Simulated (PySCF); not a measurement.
A structure optimised at PBE0-D3(BJ)/def2-SVP, used in a PySCF frequency run:

```
Si
F 1 1.6264
C 1 1.8527 2 108.32
H 3 1.1002 1 110.55 2 -57.96
H 3 1.1006 4 108.19 1 121.37
H 3 1.1012 4 108.40 5 117.37
C 1 1.8527 2 108.32 3 125.62
H 7 1.1002 1 110.55 2 57.96
H 7 1.1006 8 108.19 1 -121.37
H 7 1.1012 8 108.40 9 -117.37
Cl 1 2.0686 2 106.37 7 117.19
```

Problem. Write its SMILES, formula and point group.

Solution. C[Si](C)(F)Cl, C₂H₆ClFSi, Cs

Problem. What are its rotational constants (standard atomic weights)?

Solution. 3.3631, 2.2855, 2.1640 GHz
